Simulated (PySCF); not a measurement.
# How the method changes the constants of InB

State: ³Π (triplet), unpaired electrons σ ↑, π ↑. Set-up: In def2-TZVPP with ECP28, B def2-TZVPP; scalar-relativistic core potentials (PySCF 2.14). De refers to In + B in their high-spin ground configurations, without counterpoise correction. The functionals are run spin-unrestricted. A positive dipole means In(−)B(+).

```csv
Level,Re (Å),ωe (cm⁻¹),De (eV),μ (D),"CPU s a point (SCF and correlation, without the integrals)"
UHF,2.435,392,0.98,-1.85,0.73
UHF-MP2,2.394,411,1.53,n/a,1.3
UHF-SCS-MP2,2.405,407,1.35,n/a,n/a
UHF-CCSD,2.410,394,1.42,n/a,n/a
UHF-CCSD(T),2.410,392,1.53,n/a,45
PBE,2.449,354,1.92,-1.86,1.1
PBEsol,2.419,368,2.08,-1.73,0.7
r²SCAN,2.420,377,1.90,-1.65,1.7
r²SCANh,2.414,383,1.84,-1.68,2.2
B3LYP,2.446,360,1.61,-1.97,1.7
PBE0,2.420,380,1.78,-1.89,2
HSE06,2.423,378,1.79,-1.85,1.8
M06-2X,2.446,373,1.55,-2.20,2.3
```

Problem. Which functional lies closest to UHF-CCSD(T) in De, which farthest, and by how much do they differ from it?

Solution. Closest is M06-2X (+3.6 pm in Re, -4.8 % in ωe, +0.02 eV in De against UHF-CCSD(T) in the same basis), farthest PBEsol (+0.9 pm in Re, -6.1 % in ωe, +0.55 eV in De). CCSD(T) converges more slowly with the basis than the functionals do and binds too weakly in this one, so the order can change at the basis-set limit.

Problem. What does a quarter of exact exchange do here, going from PBE to PBE0?

Solution. PBE0 less PBE: -2.9 pm in Re, +7.3 % in ωe, -0.14 eV in De. Exact exchange removes part of the self-interaction that spreads semilocal densities, and in most molecules shortens and stiffens the bond and lowers De; so it does here.

Problem. What does the step from GGA to meta-GGA do here, going from PBE to r²SCAN?

Solution. r²SCAN less PBE: -2.9 pm in Re, +6.5 % in ωe, -0.02 eV in De. 

Correlated steps freeze 5 core orbitals. Spin–orbit coupling is left out, which matters for elements this heavy, above all for dissociation energies. The state is the lowest determinant that a PBE0 search found; another state may lie lower at other levels.

The whole job (state search and all levels along the bond) took about 11 min on 1 thread of Arm Neoverse V2 (shared host), peak memory 2 GiB.
